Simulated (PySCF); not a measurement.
## Field gradients at the hydrogen positions

Species: C₇H₁₄O₃.
Cartesian coordinates in Å at the GFN2-xTB level; atoms count from 1:
```
atom  x, y, z in Å
C1     3.1342   -0.2953   -0.8195
C2     1.9067    0.5638   -1.0861
O3     0.9060    0.3552   -0.0887
C4     0.0948   -0.6816   -0.2508
O5     0.1348   -1.4474   -1.1810
C6    -0.8822   -0.8239    0.9195
C7    -0.1301   -1.5032    2.0661
O8    -1.3757    0.4059    1.3947
C9    -2.4238    0.9726    0.6402
C10   -2.0038    1.5113   -0.7245
H11    2.8741   -1.3479   -0.9017
H12    3.9066   -0.0647   -1.5472
H13    3.5172   -0.1027    0.1799
H14    1.4838    0.3275   -2.0683
H15    2.1481    1.6273   -1.0300
H16   -1.7091   -1.4673    0.5765
H17    0.6504   -0.8356    2.4207
H18    0.3102   -2.4364    1.7252
H19   -0.8175   -1.7043    2.8831
H20   -3.2326    0.2360    0.5127
H21   -2.7906    1.7919    1.2638
H22   -2.8360    2.0464   -1.1747
H23   -1.7141    0.7010   -1.3900
H24   -1.1629    2.1911   -0.6115
```

Level: PBE0/pcSseg-1 (PySCF, non-relativistic); Q(2H) = 0.00286 b; rigid geometry, the same for H and D, with no vibrational averaging.

Question: Rank these positions by the coupling χzz of a deuteron there, largest first.
A. H16 (methine hydrogen)
B. H21 (methylene hydrogen)
C. H24 (methyl hydrogen)
D. H14 (methylene hydrogen)

Answer: C (211 kHz), B (198 kHz), D (191 kHz), A (184 kHz).

Q: Tabulate Vzz, the asymmetry η and χzz = 234.96 MHz × Q × Vzz for every hydrogen position.

A: 
```csv
atom,bonded to,bond length (Å),Vzz (au),η,χzz (kHz)
H11,C1,1.087,0.3105,0.02,209
H12,C1,1.086,0.3181,0.03,214
H13,C1,1.087,0.3140,0.02,211
H14,C2,1.095,0.2848,0.10,191
H15,C2,1.092,0.2954,0.07,198
H16,C6,1.102,0.2736,0.06,184
H17,C7,1.087,0.3131,0.03,210
H18,C7,1.087,0.3132,0.03,210
H19,C7,1.086,0.3164,0.03,213
H20,C9,1.101,0.2802,0.08,188
H21,C9,1.093,0.2951,0.06,198
H22,C10,1.087,0.3172,0.02,213
H23,C10,1.088,0.3095,0.02,208
H24,C10,1.087,0.3146,0.02,211
```

Q: How does χzz go with the bond length over the 14 C–H bonds?

A: A straight-line fit has a slope of -17.8 kHz for each 0.01 Å, with a correlation coefficient of -0.98, over lengths from 1.086 to 1.102 Å. The longer bonds have the smaller couplings here.

Q: A static deuteron (I = 1) shows a doublet split by (3/2)χ, (3/4)χ(1 + η) and (3/4)χ(1 − η) with the field along z, y and x of the gradient. What are these for H22?

A: With |χ| = 213.1 kHz and η = 0.023: 320, 164 and 156 kHz, to first order and without motion.

The structure is a single GFN2-xTB conformer in the gas phase; no vibrational or solvent corrections. GFN2-xTB bond lengths can be off by several hundredths of an ångström, more for odd bonds, and the gradients follow them. With a basis this small, the couplings can be 20 % off.
